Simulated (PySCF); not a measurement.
One molecule, a ladder of functionals, a line

Molecule: `CC(C)(C)C(F)F`, C₅H₁₀F₂.

Numbering as in the mapped SMILES `[CH3:1][C:2]([CH3:3])([CH3:4])[CH:5]([F:6])[F:7]`; H(Xn) means a hydrogen on atom n.

GIAO shieldings (ppm, equivalent atoms averaged) in PySCF 2.14.0 with density-fitted response routines on the PBE0-D3(BJ)/def2-SVP geometry, basis pcSseg-1, gas phase, non-relativistic:

| functional | exact exchange (%) | σ(C5) | σ(C2) | σ(F6/F7) |
| --- | --- | --- | --- | --- |
| BP86 | 0 | 50.4 | 141.3 | 306.5 |
| B3LYP | 20 | 52.5 | 141.9 | 318.9 |
| mPW1PW91 | 25 | 59.4 | 148.0 | 323.7 |
| BHandHLYP | 50 | 63.4 | 149.4 | 336.9 |
| HF | 100 | 81.1 | 161.5 | 361.5 |

(1) Fit each shielding as a line in the percentage of exact exchange.

(2) What does the line predict for PBE0 (25 %), and what does the run give?

## Answers

(1) σ(C5) = 49.2 + 0.31 x (rms 1.9 ppm); σ(C2) = 140.4 + 0.21 x (rms 1.8 ppm); σ(F6/F7) = 308.3 + 0.54 x (rms 1.4 ppm). The functionals also differ in their semilocal parts, which the line can't hold; Hartree–Fock has no correlation at all.

(2) σ(C5): 57.0 predicted, 60.2 computed; σ(C2): 145.7 predicted, 148.9 computed; σ(F6/F7): 321.8 predicted, 323.2 computed ppm.
